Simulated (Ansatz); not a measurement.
Harmonic frequencies (cm⁻¹) at PBE0-D4/def2-TZVP from Ansatz: 46, 81, 116, 222, 238, 250, 292, 298, 361, 622, 641, 743, 1036, 1057, 1140, 1170, 1188, 1473, 1484, 1490, 3034, 3116, 3122, 3893.

Each molecule was computed in one conformer, which needn't be the lowest.

Problem. Which molecule is it?
A. `[CH3][Mo]([NH2])(=[O])=[O]`
B. `[NH]=[Mo](=[NH])([NH2])[F]`
C. `[OH][Mo]([OH])([OH])([OH])=[S]`
D. `C[O][Mo](=[O])(=[O])[OH]`

Solution. D.
